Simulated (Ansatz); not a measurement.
Geometry optimisation, RKS PBE/def2-SVP (Ansatz).

Input file:

```yaml
crystal:
  periodic: [false, false, false]
  atoms:
    - { symbol: B, position_ang: [0.021304, -0.466522, -0.360221] }
    - { symbol: F, position_ang: [0.002897, 0.233426, 2.052753] }
    - { symbol: H, position_ang: [1.093355, 0.056385, -0.550819] }
    - { symbol: H, position_ang: [-1.079145, -0.006547, -0.550836] }
    - { symbol: Br, position_ang: [0.077488, -2.418118, 0.101441] }
    - { symbol: H, position_ang: [0.028801, -0.681824, 2.229981] }
basis:
  gaussian: { orbitals: def2-SVP }
hamiltonian:
  xc: pbe
relax:
  f_tol: 0.03
  max_steps: 50
```

Command:

```bash
$ ansatz run input.yaml --threads 1 --pin off --max-ram 2048MiB --backend cpu --events-out ev --progress --plain --runs-dir out
```

Question: Where does it end, and by what steps?

Answer: It converged. After 8 steps the energy has fallen by 0.186 eV; F2 moved furthest, 0.41 Å.

```tsv
step	energy less start (eV)	largest force component (eV/Å)	accepted
0	0.0000	1.058	yes
1	-0.0965	0.336	yes
2	-0.1542	0.556	yes
3	-0.1607	0.704	yes
4	-0.1828	0.239	yes
5	-0.1852	0.053	yes
6	-0.1860	0.044	yes
7	-0.1863	0.048	yes
8	-0.1864	0.017	yes
```

```xyz
6
Properties=species:S:1:pos:R:3
B 0.019 -0.365 -0.074
F 0.005 0.127 1.662
H 1.074 0.083 -0.456
H -1.061 0.021 -0.455
Br 0.075 -2.334 0.335
H 0.032 -0.816 1.910
```

Run time: 17 s on 1 thread of Arm Neoverse V2 (shared host), peak memory 0.13 GiB.
